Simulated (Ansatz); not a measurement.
Molecular dynamics of CH6AlFSi2

The input (input.yaml):

```yaml
crystal:
  periodic: [false, false, false]
  atoms:
    - { symbol: F, position_ang: [-1.337412, 1.137725, -1.608482] }
    - { symbol: Si, position_ang: [-0.475385, 0.080727, -0.647506] }
    - { symbol: Si, position_ang: [1.754587, 0.474466, -0.843419] }
    - { symbol: C, position_ang: [-1.084392, 0.116724, 1.190331] }
    - { symbol: Al, position_ang: [-1.399119, -1.609229, 0.448279] }
    - { symbol: H, position_ang: [2.130805, 1.825537, -0.4876] }
    - { symbol: H, position_ang: [2.25252, 0.237058, -2.180852] }
    - { symbol: H, position_ang: [2.490421, -0.410526, 0.033188] }
    - { symbol: H, position_ang: [-0.334524, 0.296662, 1.969698] }
    - { symbol: H, position_ang: [-1.953151, 0.75713, 1.391421] }
    - { symbol: H, position_ang: [-1.978948, -2.963074, 0.75554] }
basis:
  gaussian: { orbitals: STO-3G }
hamiltonian:
  xc: b3lyp
  dispersion: d4
md:
  timestep: 1.0
  n_steps: 250
  ensemble: nvt_nose_hoover
  temperature: 300.0
  initial_velocities: maxwell_boltzmann
  seed: 832516
  nose_hoover: { tau: 1.0, chain_length: 1 }
scf:
  lower_state_search: "off"
```

Launched with:

```bash
$ ansatz run input.yaml --threads 1 --pin off --max-ram 2048MiB --backend cpu --events-out ev --progress --plain --runs-dir out
```

It starts from a relaxed structure.

Output, in part (step lines, the closing report, with atoms numbered from 0):

```
md step     0: t =     0.00 fs  T =   300.0 K  F+E_penalty+E_count = -25888.85194258 eV  E_kin = 0.349002 eV  conserved = -25888.50294058 eV  (14 SCF iters)
[... lines left out ...]
Total energy: -25888.58100344 eV, -951.3878039661 hartree
Atom 0 at    -1.357023     1.267166    -1.351185 Å, force     0.666227    -0.667038     0.128490 eV/Å
Atom 1 at    -0.405393     0.094300    -0.566418 Å, force    -0.876923     0.088066    -1.251724 eV/Å
Atom 2 at     1.801655     0.505168    -0.939704 Å, force     0.765926     0.507739    -0.099197 eV/Å
Atom 3 at    -1.152843    -0.044122     1.162899 Å, force     0.458213     0.499635     1.035209 eV/Å
Atom 4 at    -1.458377    -1.677026     0.326454 Å, force    -0.286974    -0.304033    -0.799766 eV/Å
Atom 5 at     2.643634    -0.678851    -1.055311 Å, force    -0.337250     0.049878     0.234683 eV/Å
Atom 6 at     2.406576     1.352822     0.078505 Å, force    -0.096953    -0.253630    -0.005057 eV/Å
Atom 7 at     2.088203     1.221116    -2.179648 Å, force    -0.409876    -0.157512     0.183430 eV/Å
Atom 8 at    -0.507135     0.134819     2.012918 Å, force     0.236851     0.045127     0.496799 eV/Å
Atom 9 at    -2.051430     0.556565     1.280822 Å, force    -0.321289     0.359814     0.117689 eV/Å
Atom 10 at    -2.462799    -2.785589     0.505909 Å, force     0.202049    -0.168046    -0.040557 eV/Å
Dipole moment:    -0.043474    -0.572753     0.028848 e Å
```

The steps, from the saved trajectory:

```
time (fs)  T (K)  potential energy less start (eV)  conserved less start (meV/atom)
      0.0    300                             0.000                             0.00
      8.0    327                             0.228                             0.32
     16.0    298                             0.364                             0.42
     24.0    254                             0.458                             0.41
     32.0    263                             0.283                             0.16
     40.0    287                             0.343                             0.28
     48.0    335                             0.386                             0.41
     56.0    344                             0.421                             0.31
     64.0    348                             0.393                             0.23
     72.0    283                             0.354                             0.18
     80.0    281                             0.325                             0.40
     88.0    260                             0.223                             0.26
     96.0    252                             0.161                             0.04
    104.0    344                             0.311                             0.30
    112.0    351                             0.462                             0.39
    120.0    353                             0.319                             0.25
    128.0    300                             0.175                             0.06
    136.0    276                             0.241                             0.23
    144.0    262                             0.296                             0.36
    152.0    250                             0.290                             0.22
    160.0    303                             0.299                             0.25
    168.0    320                             0.335                             0.14
    176.0    393                             0.358                             0.31
    184.0    318                             0.338                             0.22
    192.0    278                             0.309                             0.19
    200.0    271                             0.356                             0.38
    208.0    247                             0.363                             0.26
    216.0    282                             0.381                             0.33
    224.0    321                             0.200                             0.14
    232.0    342                             0.236                             0.24
    240.0    327                             0.200                             0.25
    248.0    290                             0.298                             0.28
```

All steps were run. The conserved energy stayed within 0.52 meV per atom of its start (net change 0.12 meV per atom), so the integration is sound. A run of 0.25 ps of so small a system gives no equilibrium averages. Limits of this set-up: minimal basis.

The same pairs are bonded in the first frame and the last. Pairs count as bonded within 1.25 times the sum of covalent radii (0.12 Å more for H–H).

Last frame:

```xyz
11
Properties=species:S:1:pos:R:3
F -1.357 1.267 -1.351
Si -0.405 0.094 -0.566
Si 1.802 0.505 -0.940
C -1.153 -0.044 1.163
Al -1.458 -1.677 0.327
H 2.644 -0.679 -1.055
H 2.407 1.353 0.079
H 2.088 1.221 -2.180
H -0.507 0.135 2.013
H -2.051 0.557 1.281
H -2.463 -2.786 0.506
```

The run took 26 min on 1 thread of Intel(R) Xeon(R) Processor @ 2.50GHz (Skylake/Cascade Lake) (shared host), peak memory 0.11 GiB.
